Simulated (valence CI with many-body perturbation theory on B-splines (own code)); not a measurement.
# Ag XLIII: key properties

Computed by relativistic CI+MBPT: three valence electrons over a frozen Dirac-Fock core [He], a basis of 11 s, 11 p, 9 d, 7 f, 5 g, 2 h, 1 i functions for each j, with the one-electron correlation potential Σ1 (screened to all orders), the two-electron term Σ2, the three-electron term Σ3, Breit, model QED; selected single and double excitations, second order for the rest (own B-spline code, finite nucleus).

The last digits are not significant, and no measured levels were compared; by estimate large intervals hold to a few tenths of a per cent, small ones and those within an open d or f shell to about a per cent.

Levels are named by their leading jj configuration (3d3/2^4 stands for four electrons in 3d with j = 3/2), which in mixed levels can hold well under half, so a name can repeat and another be missing.

Rates and lifetimes use the calculated energies. Strong lines usually hold to 10 to 20 %, long lifetimes can be off by a factor of two.

What is the ground level?

(2s^2 2p1/2) J=1/2, composition 99 % 2s2.2p 2P°, g = 0.647.

How well does LS coupling describe the low levels?

Among the lowest 20 levels the leading LS term, summed over configurations, holds 76 % on average. For single configurations the figures are 73 % in LS and 94 % in jj coupling. Terms mix most in the J = 3/2 level at 4061.1 × 10³ cm⁻¹, where the leading one holds 44 %.

What are the static dipole polarisabilities of the lowest levels?

(2s^2 2p1/2) J=1/2 0.00125 bohr³, of which the core gives 1.68e-06.

Among levels below 35561 × 10³ cm⁻¹, which E1 lines absorb most strongly from the ground level?

to (2s^2 3d3/2) J=3/2 at 0.3146 nm, f = 0.784; to (2s 2p1/2 3p3/2) J=3/2 at 0.3085 nm, f = 0.202; to (2s 2p1/2 3p3/2) J=1/2 at 0.3091 nm, f = 0.131.

What is the ionisation energy?

6787 eV; NIST lists 6785 ± 5 eV (semi-empirical).
